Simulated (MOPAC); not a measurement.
Input for MOPAC: PM6 on BrH2Sb (SMILES [Br][SbH2]), a point of a bond scan (R = 4.455 Å).

```
PM6 1SCF PRECISE CHARGE=0 THREADS=1
BrH2Sb

Sb    -0.59846166 1    -0.60746259 1     0.54114695 1
H     -0.27151712 1    -1.97207194 1    -0.44922941 1
H     -1.98547823 1    -0.24328907 1    -0.40408288 1
Br     2.08777324 1     2.11539459 1    -1.74311932 1
```

Output:

```
*******************************************************************************
 **                                                                           **
 **                              MOPAC v23.2.5                                **
 **                                                                           **
 *******************************************************************************
 ** MOPAC's Digital Object Identifier: https://doi.org/10.5281/zenodo.6511958 **
 **                                                                           **
 ** Please cite the open-source release paper for use of this MOPAC version:  **
 ** J. E. Moussa and J. J. P. Stewart (2026)                                  **
 ** MOPAC: An open-source semiempirical molecular orbital program             **
 ** J. Open Source Softw., 11(119), 8025, https://doi.org/10.21105/joss.08025 **
 *******************************************************************************

                              PM6 CALCULATION RESULTS

 *******************************************************************************
 *  PM6        - The PM6 Hamiltonian to be used
 *
 *
 *
 *                 CHARGE ON SYSTEM = 0
 *
 *
 *
 *  PRECISE    - TIGHTER CRITERIA TO BE USED
 *  1SCF       - DO 1 SCF AND THEN STOP
 *  THREADS=1  - MULTI-THREADING NOT USED
 *  T=         - A TIME OF 172800.0 SECONDS REQUESTED
 *  DUMP=N     - RESTART FILE WRITTEN EVERY 7200.0 SECONDS REQUESTED
 *******************************************************************************
PM6 1SCF PRECISE CHARGE=0 THREADS=1
 BrH2Sb

   ATOM   CHEMICAL          X               Y               Z
  NUMBER   SYMBOL      (ANGSTROMS)     (ANGSTROMS)     (ANGSTROMS)

     1      Sb         -0.59846166  *  -0.60746259  *   0.54114695  *
     2       H         -0.27151712  *  -1.97207194  *  -0.44922941  *
     3       H         -1.98547823  *  -0.24328907  *  -0.40408288  *
     4      Br          2.08777324  *   2.11539459  *  -1.74311932  *



          CARTESIAN COORDINATES

    NO.       ATOM           X           Y           Z

     1        Sb         -0.5985     -0.6075      0.5411
     2         H         -0.2715     -1.9721     -0.4492
     3         H         -1.9855     -0.2433     -0.4041
     4        Br          2.0878      2.1154     -1.7431

 General Reference for PM6:
 "Optimization of Parameters for Semiempirical Methods V: Modification of NDDO Approximations
 and Application to 70 Elements", J. J. P. Stewart, J. Mol. Mod., 13, 1173-1213 (2007)
 URL: https://link.springer.com/article/10.1007/s00894-007-0233-4

           Empirical Formula: H2 Sb Br  =     4 atoms



      MOLECULAR POINT GROUP   :   Cs


      RHF CALCULATION, NO. OF DOUBLY OCCUPIED LEVELS = 7


 -------------------------------------------------------------------------------
 PM6 1SCF PRECISE CHARGE=0 THREADS=1
 BrH2Sb



     1SCF WAS SPECIFIED, SO BFGS WAS NOT USED
     SCF FIELD WAS ACHIEVED


                              PM6 CALCULATION
                                                       MOPAC v23.2.5 Linux




          FINAL HEAT OF FORMATION =         78.79100 KCAL/MOL =     329.66156 KJ/MOL


          COSMO AREA              =        131.09 SQUARE ANGSTROMS
          COSMO VOLUME            =        116.00 CUBIC ANGSTROMS

          IONIZATION POTENTIAL    =          7.866345 EV
          HOMO LUMO ENERGIES (EV) =         -7.866 -3.480
          NO. OF FILLED LEVELS    =          7
          MOLECULAR WEIGHT        =        203.6698         POINT GROUP:  Cs

          MOLECULAR DIMENSIONS (Angstroms)

            Atom       Atom       Distance
           Br     4    H     2     4.89365
            H     3    H     2     2.35828
           Br     4   Sb     1     1.13227


          SCF CALCULATIONS        =          1





   ATOM   CHEMICAL          X               Y               Z
  NUMBER   SYMBOL      (ANGSTROMS)     (ANGSTROMS)     (ANGSTROMS)

     1      Sb         -0.59846166  *  -0.60746259  *   0.54114695  *
     2       H         -0.27151712  *  -1.97207194  *  -0.44922941  *
     3       H         -1.98547823  *  -0.24328907  *  -0.40408288  *
     4      Br          2.08777324  *   2.11539459  *  -1.74311932  *

                             CARTESIAN COORDINATES

   1   Sb       -0.598461660    -0.607462590     0.541146950
   2    H       -0.271517120    -1.972071940    -0.449229410
   3    H       -1.985478230    -0.243289070    -0.404082880
   4   Br        2.087773240     2.115394590    -1.743119320


           Empirical Formula: H2 Sb Br  =     4 atoms



      MOLECULAR POINT GROUP   :   Cs


                  EIGENVALUES
 -26.28109 -18.49709 -15.25277 -12.71211  -7.97494  -7.97469  -7.86635  -3.47954
   0.11035   1.10301  98.10728  98.13828  98.32454  98.69816  98.81680 120.89055
 120.95374 120.95697 121.18170 121.18171


              NET ATOMIC CHARGES AND DIPOLE CONTRIBUTIONS

  ATOM NO.   TYPE          CHARGE      No. of ELECS.   s-Pop       p-Pop       d-Pop
    1         Sb           0.876099        4.1239     1.63608     2.48132     0.00650
    2          H          -0.059137        1.0591     1.05914
    3          H          -0.059137        1.0591     1.05914
    4         Br          -0.757825        7.7578     1.99996     5.75776     0.00011
 DIPOLE           X         Y         Z       TOTAL
 POINT-CHG.    -9.477    -9.627     8.865    16.158
 HYBRID        -0.588    -0.511    -2.772     2.879
 SUM          -10.065   -10.138     6.093    15.531


          ATOMIC ORBITAL ELECTRON POPULATIONS

     Atom    s        px        py        pz      x^2-y^2     xz        z^2       yz        xy
    1 Sb   1.63608   0.72205   0.70875   1.05052   0.00116   0.00230   0.00056   0.00235   0.00013
    2  H   1.05914
    3  H   1.05914
    4 Br   1.99996   1.91237   1.90993   1.93546   0.00001   0.00002   0.00001   0.00002   0.00003

 **********************
 *                    *
 * JOB ENDED NORMALLY *
 *                    *
 **********************




 == MOPAC DONE ==
```

The run finished.

Cost: around 0.03 core-seconds (rough).
